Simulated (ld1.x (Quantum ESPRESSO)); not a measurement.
## Which setting gave this result? (titanium (Ti), ultrasoft)

Base potential:

```
Element                 : titanium
Generator               : ld1.x (Quantum ESPRESSO) 7.5
Type                    : ultrasoft
Functional              : Wu–Cohen
Relativity              : scalar-relativistic
Frozen core             : [Ar]
Valence charge          : 4
Reference configuration : 3d2 4s2 4p0
Partial waves           : 4s (bound): rcut 2.05, rcutus 2.90 bohr; 4s channel at 3.05 Ry: rcut 2.05, rcutus 2.90 bohr; 4p (bound, empty): rcut 2.20, rcutus 2.70 bohr; 4p channel at 1.95 Ry: rcut 2.20, rcutus 2.70 bohr; 3d (bound): rcut 1.10, rcutus 1.15 bohr; 3d channel at 4.9 Ry: rcut 1.10, rcutus 1.15 bohr; 4f channel at 0.05 Ry: rc 2.80 bohr
Local potential         : the f channel
Core correction         : none
Augmentation charge     : PSQ, radius 1.10 bohr
```

Cutoffs, loose and tight: the cutoffs (Ry, on a coarse ladder) from which the occupation-weighted sum of valence levels, in a spherical-Bessel basis at the reference potential, stays within 10 and 1 mRy of its value at 400 Ry. They do not see the model core or the augmentation charge, which bear on the density cutoff. Test errors are all-electron minus pseudo excitation energies from the reference, over the configurations 3d2 4s1 4p0; 3d2 4s0 4p0; 3d1 4s0 4p0; 3d1 4s2 4p0; 3d3 4s0 4p0; 3d2 4s1.5 4p0; 3d2 4s0 4p2; variants that change the core or the reference have their own tests.

Only the f radius is moved:

| f radius (bohr) | cutoff, loose | cutoff, tight | bound ghosts | largest test error (meV) | median size of the test errors |
| --- | --- | --- | --- | --- | --- |
| 1.94 | 70 Ry | 100 Ry | s | -82 | 43.9 meV |
| 2.9 | 70 Ry | 100 Ry | none | -76 | 26.6 meV |
| 3.12 | 70 Ry | 110 Ry | none | -74 | 24.9 meV |
| 3.72 | 70 Ry | 110 Ry | none | -67 | 22.4 meV |
| 4.16 | 70 Ry | 110 Ry | none | -58 | 19.8 meV |

Question: One more run gave cutoff, loose: 70 Ry; cutoff, tight: 110 Ry; bound ghosts: none; largest test error (meV): +243; median size of the test errors: 31.8 meV. Which value of the f radius was used?

Answer: 2.28 bohr. The median size of the test errors moves one way along this sweep, from 43.9 meV at 1.94 to 19.8 meV at 4.16 bohr, which places the run between 1.94 and 2.9 bohr.
